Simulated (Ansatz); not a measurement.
**Question.** Predict a relaxed structure of `Cc1csc(-c2sc(-c3sc(-c4sc(-c5sc(-c6sc(-c7sccc7C)cc6C)cc5C)cc4C)cc3C)cc2C)c1`, charge 0, singlet, at PBE-D4/def2-SVP (Ansatz).

**Answer.** 
Cartesian coordinates in Å:
```
C 1.078 10.341 -2.689
C 1.078 8.951 -2.119
C -0.030 8.330 -1.562
S 0.320 6.733 -0.997
C 1.991 6.847 -1.524
C 2.893 5.732 -1.330
S 2.252 4.103 -1.260
C 3.837 3.411 -0.976
C 3.985 1.987 -0.793
S 2.623 1.042 -0.221
C 3.524 -0.459 -0.321
C 2.891 -1.708 0.022
S 1.142 -1.830 -0.019
C 1.168 -3.493 0.534
C -0.068 -4.205 0.747
S -1.539 -3.306 1.067
C -2.506 -4.766 1.145
C -3.928 -4.683 1.372
S -4.777 -3.204 0.968
C -6.311 -3.837 1.533
C -7.534 -3.070 1.483
S -9.040 -3.861 1.921
C -9.952 -2.419 1.650
C -9.143 -1.380 1.237
C -7.761 -1.729 1.132
C -6.698 -0.761 0.699
C -6.136 -5.144 1.991
C -4.807 -5.637 1.911
C -4.402 -7.003 2.384
C -1.689 -5.884 0.965
C -0.317 -5.588 0.739
C 0.720 -6.642 0.478
C 2.489 -3.916 0.698
C 3.469 -2.927 0.415
C 4.944 -3.165 0.568
C 4.829 -0.199 -0.746
C 5.105 1.169 -1.016
C 6.432 1.657 -1.522
C 4.801 4.420 -0.977
C 4.287 5.732 -1.175
C 5.146 6.963 -1.171
C 2.225 8.097 -2.094
H 1.388 10.340 -3.756
H 0.076 10.807 -2.629
H 1.790 11.000 -2.148
H -1.042 8.739 -1.451
H -11.037 -2.420 1.809
H -9.524 -0.375 1.008
H -5.886 -0.671 1.452
H -6.215 -1.071 -0.252
H -7.127 0.247 0.543
H -6.966 -5.738 2.401
H -5.168 -7.428 3.061
H -4.281 -7.715 1.539
H -3.435 -6.976 2.926
H -2.081 -6.908 0.940
H 1.416 -6.337 -0.330
H 1.338 -6.848 1.379
H 0.245 -7.597 0.183
H 2.751 -4.915 1.070
H 5.445 -2.312 1.069
H 5.446 -3.304 -0.414
H 5.135 -4.078 1.165
H 5.570 -0.990 -0.914
H 7.037 2.126 -0.715
H 7.029 0.819 -1.932
H 6.309 2.419 -2.318
H 5.864 4.228 -0.784
H 5.379 7.309 -2.202
H 4.647 7.806 -0.652
H 6.112 6.768 -0.667
H 3.193 8.381 -2.526
```
 This is one stationary point.

Single mean-field runs in def2-SVP are fitted with def2-universal-jkfit.
